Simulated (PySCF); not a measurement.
**How methods differ on the ionisation energy of Mn⁺**

Mn⁺ [Ar] 3d5 4s1 (7S) → Mn²⁺ [Ar] 3d5 (6S), as a difference of total energies. Computed with PySCF 2.14 in def2-QZVPPD (11s6p5d4f2g, 100 functions), with no relativity, point nucleus. Correlated levels: valence: [Ar] frozen; valence and next inner shell: [Ne] frozen. The calculations carry no spin-orbit coupling.

| method | ionisation energy (eV) | difference from reference (eV) |
| --- | --- | --- |
| UHF | 14.688 | -0.952 |
| LDA | 16.323 | +0.683 |
| PBE | 16.098 | +0.458 |
| PBE0 | 15.781 | +0.141 |
| r2SCAN | 15.950 | +0.310 |
| M06-L | 15.196 | -0.444 |
| BP86 | 16.172 | +0.532 |
| TPSSh | 15.718 | +0.078 |
| TPSS | 15.831 | +0.191 |
| MP2 (valence) | 15.132 | -0.508 |
| SCS-MP2 (valence) | 14.836 | -0.804 |
| MP2 (valence and next inner shell) | 15.463 | -0.177 |
| SCS-MP2 (valence and next inner shell) | 15.178 | -0.462 |

Reference: 15.640 eV (measured; NIST Atomic Spectra Database, ionization energies).

These non-relativistic numbers lack the scalar-relativistic shift.

Errors of the correlated levels include the incompleteness of this basis and the frozen core.
